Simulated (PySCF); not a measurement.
## State search for Cd2

Unrestricted PBE0; basis Cd def2-TZVPP with ECP28; scalar-relativistic core potentials; PySCF 2.14. Outer shells of the fragments: Cd 4d10 5s2; Cd 4d10 5s2.

Followed along the bond (rough minima from three points):

| 2Ms+1 | unpaired | ⟨S²⟩ at the start | R at minimum (Å) | Te (eV) |
| --- | --- | --- | --- | --- |
| 1 | none | 0.00 | 3.61 | 0.00 |
| 3 | σ ↑, π ↑ | 2.01 | none in the scan | ≤ 2.56 |

Solutions found at the starting distance of 2.800 Å, counted from the lowest of them; the search is not exhaustive and high or unbound solutions are not listed, so other states can lie among these:

```
2Ms+1  unpaired   term  E (eV)  ⟨S²⟩  ⟨Lz²⟩
    1      none    ¹Σ⁺    0.00  0.00   0.00
    3  σ ↑, π ↑     ³Π    2.35  2.01   1.00
    3      σ ↑↑    ³Σ⁺    2.43  2.00   0.00
    1  σ ↑, π ↓  mixed    2.62  1.02   1.00
    3      π ↑↑    ³Σ⁻    5.56  2.00   0.00
    1      π ↑↓  mixed    5.72  1.00   2.01
    1      none  mixed    6.11  0.00   2.00
    3      π ↑↑  mixed    7.09  2.00   2.01
```

A term symbol is given only where ⟨S²⟩ and ⟨Lz²⟩ are close to those of a pure state; real π, δ and φ orbitals otherwise mix terms, and g/u labels are left off.

Counting both spins, an empty level lies below a filled one in some of these solutions, because spin and occupation are held.
